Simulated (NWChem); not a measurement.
System: TiN$_{2}$H$_{4}$S; SMILES [NH2][Ti]([NH2])=[S]

```xyz
8

Ti     0.3022     0.2210     0.0000
S     -0.0196    -1.8425     0.0000
N     -0.0878     1.0658    -1.6448
H     -0.2247     2.0746    -1.7891
H     -0.3553     0.5710    -2.5038
N     -0.0878     1.0658     1.6448
H     -0.2247     2.0746     1.7891
H     -0.3553     0.5710     2.5038
```
Atoms are numbered in this order, from 1.

Results from NWChem. All runs use the structure optimised with PBE-D3(BJ)/def2-SVP. B3LYP is NWChem's, with the RPA form of VWN correlation. Static field.

Q: What does the run give for B3LYP/def2-SVPD? Quantities: isotropic polarisability (bohr³); anisotropy (bohr³).

A: 
| Quantity | Value |
|---|---|
| isotropic polarisability (bohr³) | 80.9 |
| anisotropy (bohr³) | 39.7 |
